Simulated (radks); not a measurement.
Results of a calculation; reference values are marked as such.
Task: Species: the molybdenum ion Mo3+. Configuration: [Kr] 4d3. Level of theory: Dirac Kohn-Sham, LDA (Slater exchange, Perdew-Wang correlation), spin-unpolarised, spherical densities, point nucleus; open shells fill j = l - 1/2 first (a radial shooting solver on a logarithmic mesh with Libxc functionals). Some entries of the table are withheld. Estimate them.

orbital  occ.  eigenvalue (eV)  <1/r> (bohr^-1)  <r^2> (bohr^2)
1s1/2       2        -19818.30            43.50        0.001672
2s1/2       2        -2827.416            9.900         0.02785
2p1/2       2        -2605.492            9.884         0.02101
2p3/2       4        -2499.115            9.411         0.02238
3s1/2       2              (1)            3.386          0.2115
3p1/2       2              (2)            3.288          0.2094
3p3/2       4              (3)            3.173          0.2197
3d3/2       4        -255.8407            2.987          0.2057
3d5/2       6        -252.5154            2.957          0.2090
4s1/2       2         -96.2399            1.251           1.360
4p1/2       2              (4)            1.135           1.625
4p3/2       4              (5)            1.102           1.703
4d3/2       3         -33.2122           0.8214             (6)
4d5/2       0         -32.9231           0.8144             (7)

Result: 
(1) 3s1/2 eigenvalue (eV): -507.8080
(2) 3p1/2 eigenvalue (eV): -423.3171
(3) 3p3/2 eigenvalue (eV): -405.7772
(4) 4p1/2 eigenvalue (eV): -71.8187
(5) 4p3/2 eigenvalue (eV): -69.1932
(6) 4d3/2 <r^2> (bohr^2): 3.021
(7) 4d5/2 <r^2> (bohr^2): 3.066
